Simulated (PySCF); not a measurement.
# Correlation energy of Pb (lead, neutral)

[Xe] 4f14 5d10 6s2 6p2, high-spin 3P determinant. All numbers are calculated (PySCF 2.14, scalar relativity through the core potential, in aug-cc-pVDZ-PP with ECP60MDF). Frozen: 5s2 5p6 5d10; 4 electrons correlated.

```csv
level,correlation energy (mhartree)
CCSD,-40.32
(T),-0.49
CCSD(T),-40.81
CCSDT,-40.97
FCI,-40.99
```

Diagnostics: T1 = 0.0078, D1 = 0.0184, largest double amplitude 0.054, weight of the Hartree-Fock determinant in FCI 0.9576 (40733 determinants).

Question: Is a single reference adequate?

Answer: Yes, within this model without spin-orbit coupling: T1 lies below 0.03 and no double amplitude reaches 0.07.

Spin-orbit coupling is strong in this species, so the high-spin LS determinant is a model state.
